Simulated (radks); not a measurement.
The numbers below are computed, except where a source is named.
Spherical jellium clusters: N electrons in a uniform positive sphere of charge N and radius rs N^(1/3), rs = 3.73 bohr. Level of theory: non-relativistic Kohn-Sham, exchange-only LDA, spin-polarised, spherical densities (a radial shooting solver with Libxc functionals). Levels are named by radial order and angular momentum (1s, 1p, 1d, 2s, ...), and open shells are averaged over m.

N = 10, configuration 1s2 1p6 1d(up 2, down 0). This is the lowest configuration that the search found. Occupied and some empty levels:

| level | occupation | eigenvalue (eV) | <r> (bohr) |
|---|---|---|---|
| 1s up | 1 | -4.4872 | 5.407 |
| 1s down | 1 | -4.2382 | 4.999 |
| 1p up | 3 | -3.2817 | 6.519 |
| 1p down | 3 | -2.8334 | 6.297 |
| 1d up | 2 | -1.8215 | 7.589 |
| 2s up | 0 | -1.3216 | 7.683 |
| 1d down | 0 | -1.2773 | 7.559 |
| 2s down | 0 | -1.0338 | 7.724 |
| 1f up | 0 | -0.30452 | 9.304 |
| 2p up | 0 | -0.29157 | 12.15 |
| 2p down | 0 | -0.036865 | 14.47 |

Energy (eV): total -9.01643, kinetic 18.974, external -393.33, Hartree 191.12, exchange-correlation -28.956, background 203.17.

Electron density:

| r (bohr) | n(r) (e/bohr^3) |
|---|---|
| 0.270 | 0.002920 |
| 1.29 | 0.003351 |
| 2.31 | 0.004161 |
| 3.33 | 0.004968 |
| 4.34 | 0.005337 |
| 5.36 | 0.004939 |
| 6.38 | 0.003790 |
| 7.40 | 0.002342 |
| 8.42 | 0.001177 |
| 9.44 | 0.0005175 |
| 10.5 | 0.0002110 |
| 11.5 | 0.00008304 |
| 12.5 | 0.00003238 |
| 13.5 | 0.00001243 |
